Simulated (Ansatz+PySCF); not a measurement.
Values are calculated unless marked as measured or tabulated.
Several solutions for septet MnH

```xyz
2

Mn    0.0000    0.0000    0.0000
H     0.0000    0.0000    1.8002
```

Basis set: def2-SVP (spherical functions). Charge 0, multiplicity 7.

PBE0 (unrestricted) was run from several starts with Ansatz (development build ahead of 0.2.0) and PySCF 2.14.0.

```tsv
run	program	start	converged	energy (hartree)	<S²>
A	PySCF	program defaults	yes	-1151.16602	12.00
B	Ansatz	stability test followed	yes	-1151.16602	12.00
C	PySCF	guess atom, instabilities followed	yes	-1151.16602	12.00
D	PySCF	guess huckel, instabilities followed	no	–	–
E	Ansatz	search for the lowest state	yes	-1151.16602	12.00
F	Ansatz	atomic start, no search	yes	-1151.16602	12.00
G	PySCF	guess minao, instabilities followed	yes	-1151.16602	12.00
```

(1) Which runs reached the lowest solution of this kind, and what is wrong with the others?

Results:

(1) A, B, C, E, F, G reached the lowest solution found. Not converged: D.
